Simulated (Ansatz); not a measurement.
Calculation: frozen-core CCSD(T)/cc-pVTZ // PBE0-D4/def2-TZVP run with Ansatz (a first-principles code).

Ansatz 0.2 input:
```yaml
crystal:
  periodic: [false, false, false]
  atoms:
    - { symbol: F, position_ang: [0.05941, -0.601995, 2.43065] }
    - { symbol: Al, position_ang: [0.008025, -0.189956, 0.82706] }
    - { symbol: Si, position_ang: [-2.203507, -0.164089, -0.240482] }
    - { symbol: Si, position_ang: [2.182106, 0.291583, -0.2106] }
    - { symbol: H, position_ang: [-3.325283, -0.188303, 0.737229] }
    - { symbol: H, position_ang: [-2.341778, -1.349994, -1.135175] }
    - { symbol: H, position_ang: [-2.351049, 1.04814, -1.095917] }
    - { symbol: H, position_ang: [2.017288, 0.760887, -1.615156] }
    - { symbol: H, position_ang: [3.034815, -0.930947, -0.236199] }
    - { symbol: H, position_ang: [2.918115, 1.345344, 0.543359] }
basis:
  gaussian: { orbitals: cc-pVTZ }
correlation:
  method: ccsd_t
```

Output:

```
Functional definition: HF
1262 factors; integrals over basis functions are off by at most 1.0e-3 eV
mean field evaluation 1: about -25108.9290 eV, gradient 3.4e1 eV
mean field evaluation 2: about -25109.0956 eV, gradient 3.4e1 eV
mean field evaluation 4: about -25112.0965 eV, gradient 3.2e0 eV
mean field evaluation 8: about -25112.1780 eV, gradient 1.3e-1 eV
mean field evaluation 16: about -25111.0694 eV, gradient 2.4e1 eV
mean field -25112.17811427 eV, -922.8555240536 hartree, gradient 9.0e-6 eV, S^2 0.000000; 0 other end points of the search recorded, 0 dependent functions left out
16 core orbitals not correlated
reference -25112.17811427 eV, -922.8555240536 hartree; 12, 12 occupied and 188, 188 virtual orbitals, 1262 factors
second order -15.81761398 eV of doubles, -0.00000000 eV of singles
cycle   1  -16.74668836 eV  change   -9.3e-1 eV  update   1.0e-1
cycle   2  -17.25430235 eV  change   -5.1e-1 eV  update   3.5e-2
cycle   3  -17.37091414 eV  change   -1.2e-1 eV  update   1.9e-2
cycle   4  -17.35925395 eV  change    1.2e-2 eV  update   4.6e-3
cycle   5  -17.35732736 eV  change    1.9e-3 eV  update   1.9e-3
cycle   6  -17.35774165 eV  change   -4.1e-4 eV  update   5.5e-4
cycle   7  -17.35736131 eV  change    3.8e-4 eV  update   1.9e-4
cycle   8  -17.35730926 eV  change    5.2e-5 eV  update   5.7e-5
cycle   9  -17.35735581 eV  change   -4.7e-5 eV  update   2.3e-5
cycle  10  -17.35736007 eV  change   -4.3e-6 eV  update   7.5e-6
perturbative correction -0.54326239 eV, -0.0199645245 hartree
Total energy: -25130.07873673 eV, -923.5133597956 hartree
```

Cost: roughly 2.5 core-minutes.
